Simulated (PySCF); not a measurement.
## Interval between two levels of Os⁺ by level of theory

Os⁺ [Xe] 4f14 5d6 6s1 [6D9/2, M_J = 9/2] → Os⁺ [Xe] 4f14 5d5 6s1 7s1 [8S7/2, M_J = 7/2], as a difference of total energies. All numbers are calculated (PySCF 2.14, the two-component X2C-1e Hamiltonian, in x2c-SVPall-2c with one added diffuse shell each of s, d type (8s9p10d2f, 99 functions)). "Screened" scales the spin-orbit matrix elements by Boettger's factors to mimic the two-electron term; Breit and QED terms are absent.

```csv
method,interval between two levels (cm⁻¹)
GHF (spin-free),73019
GHF (screened spin-orbit),76162
```

The labels give the starting determinants; with spin-orbit coupling the two ends relaxed to ⟨J²⟩ = 24.77, ⟨L²⟩ = 6.66, ⟨S²⟩ = 8.43 and ⟨J²⟩ = 15.76, ⟨L²⟩ = 0.26, ⟨S²⟩ = 15.38.
